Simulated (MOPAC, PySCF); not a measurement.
[Ta(=O)(NH2)3], neutral singlet in the gas phase. 

Cartesian coordinates (Å):
```xyz
11

Ta    -0.1544     0.0811    -0.0318
O     -0.3247    -1.3507    -1.0107
N     -0.4302    -0.4359     1.8904
H     -0.6354    -1.3849     2.2225
H     -0.3886     0.1968     2.6982
N     -1.5468     1.4027    -0.6249
H     -1.7025     2.3421    -0.2414
H     -2.2262     1.2342    -1.3755
N      1.6965     0.8093    -0.3162
H      2.0980     1.6472     0.1205
H      2.3995     0.3890    -0.9347
```
Charge 0, spin multiplicity 1.

All levels are single points at this geometry (BP86-D3(BJ)/def2-SVP); Pople sets use spherical d functions. Orbital energies aren't observables, and empty levels follow the basis.

```json
[
 {"level": "B3LYP-D3(BJ)/def2-TZVP in PySCF", "HOMO (eV)": "-6.61", "LUMO (eV)": "-0.44", "gap (eV)": "6.18", "dipole (D)": "4.08", "vertical IE, Delta-SCF (eV)": "–"},
 {"level": "PBE-D3(BJ)/def2-TZVP in PySCF", "HOMO (eV)": "-5.47", "LUMO (eV)": "-0.81", "gap (eV)": "4.66", "dipole (D)": "3.87", "vertical IE, Delta-SCF (eV)": "–"},
 {"level": "TPSSh-D3(BJ)/def2-TZVP in PySCF", "HOMO (eV)": "-6.08", "LUMO (eV)": "-0.36", "gap (eV)": "5.73", "dipole (D)": "4.01", "vertical IE, Delta-SCF (eV)": "–"},
 {"level": "B3LYP/6-311+G** (LANL2DZ on Ta) in PySCF", "HOMO (eV)": "-6.68", "LUMO (eV)": "-0.62", "gap (eV)": "6.06", "dipole (D)": "4.03", "vertical IE, Delta-SCF (eV)": "–"},
 {"level": "B3LYP/6-31G* (LANL2DZ on Ta) in PySCF", "HOMO (eV)": "-6.22", "LUMO (eV)": "-0.04", "gap (eV)": "6.18", "dipole (D)": "4.08", "vertical IE, Delta-SCF (eV)": "8.32"},
 {"level": "B3LYP/LANL2DZ in PySCF", "HOMO (eV)": "-6.40", "LUMO (eV)": "-0.22", "gap (eV)": "6.18", "dipole (D)": "4.46", "vertical IE, Delta-SCF (eV)": "–"},
 {"level": "BP86/6-31G* (LANL2DZ on Ta) in PySCF", "HOMO (eV)": "-5.19", "LUMO (eV)": "-0.75", "gap (eV)": "4.45", "dipole (D)": "3.92", "vertical IE, Delta-SCF (eV)": "–"},
 {"level": "M06-2X/6-31G* (LANL2DZ on Ta) in PySCF", "HOMO (eV)": "-7.85", "LUMO (eV)": "0.54", "gap (eV)": "8.39", "dipole (D)": "4.18", "vertical IE, Delta-SCF (eV)": "–"},
 {"level": "PBE/6-31G* (LANL2DZ on Ta) in PySCF", "HOMO (eV)": "-5.09", "LUMO (eV)": "-0.64", "gap (eV)": "4.45", "dipole (D)": "3.91", "vertical IE, Delta-SCF (eV)": "7.98"},
 {"level": "SVWN5/6-31G* (LANL2DZ on Ta) in PySCF", "HOMO (eV)": "-5.22", "LUMO (eV)": "-0.76", "gap (eV)": "4.46", "dipole (D)": "4.04", "vertical IE, Delta-SCF (eV)": "8.19"},
 {"level": "HF/6-31G* (LANL2DZ on Ta) in PySCF", "HOMO (eV)": "-10.00", "LUMO (eV)": "2.21", "gap (eV)": "12.20", "dipole (D)": "4.69", "vertical IE, Delta-SCF (eV)": "–"},
 {"level": "PM6 in MOPAC", "HOMO (eV)": "-6.85", "LUMO (eV)": "1.46", "gap (eV)": "8.31", "dipole (D)": "3.06", "vertical IE, Delta-SCF (eV)": "–"},
 {"level": "PM7 in MOPAC", "HOMO (eV)": "-7.79", "LUMO (eV)": "1.04", "gap (eV)": "8.82", "dipole (D)": "3.89", "vertical IE, Delta-SCF (eV)": "–"}
]
```
